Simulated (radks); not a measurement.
Problem. Neutral silver, [Kr] 4d10 5s1. Method: non-relativistic Kohn-Sham, r2SCAN, spin-polarised, spherical densities, point nucleus; meta-GGA in the generalised Kohn-Sham scheme; computed with a radial shooting solver on a logarithmic mesh with Libxc functionals. Every spin shell is full or empty, so the densities are truly spherical. Functionals are evaluated on that one density, not self-consistently. Rank these orbital-free kinetic functionals by their error against the exact value of the orbitals, and give that value: Thomas-Fermi, von Weizsacker, TF + vW, TF + vW/9, TF + vW/5, LC94, APBEK, revAPBEK, Perdew 92, Thakkar, Pearson, LKT, PG1, Ernzerhof.

Solution. Exact: 5197.89 hartree. From best to worst, with 100 (|E| - |E exact|)/|E exact| (equal figures are ties): LC94 +0.09, APBEK +0.15, revAPBEK +0.33, Ernzerhof -0.37, Thakkar -0.53, Perdew 92 -0.65, TF + vW/9 -0.66, Pearson -0.92, TF + vW/5 +3.11, Thomas-Fermi -5.38, PG1 +15.48, LKT +19.68, TF + vW +37.05, von Weizsacker -57.57.
